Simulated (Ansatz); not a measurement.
Ansatz (a quantum-chemistry and plane-wave program) input:

Ansatz 0.2 input:
```yaml
crystal:
  periodic: [false, false, false]
  atoms:
    - {symbol: Si, position_ang: [-0.51337665, -0.00660975, -0.14355654]}
    - {symbol: O, position_ang: [1.05076009, 0.00529349, 0.39038528]}
    - {symbol: H, position_ang: [-0.76878609, -1.14305302, -1.06335989]}
    - {symbol: H, position_ang: [-1.34976441, -0.14039284, 1.06494663]}
    - {symbol: H, position_ang: [-0.85657056, 1.24735561, -0.85949249]}
    - {symbol: H, position_ang: [1.75631349, 0.08627886, -0.25538499]}
basis:
  gaussian:
    orbitals: def2-TZVP
hamiltonian:
  xc: {name: HF}
relax: {f_tol: 0.003, max_steps: 100}
```

### Question
Predict the final energy.

### Answer
-366.20901 Eh (HF/def2-TZVP). The basis has 92 functions.
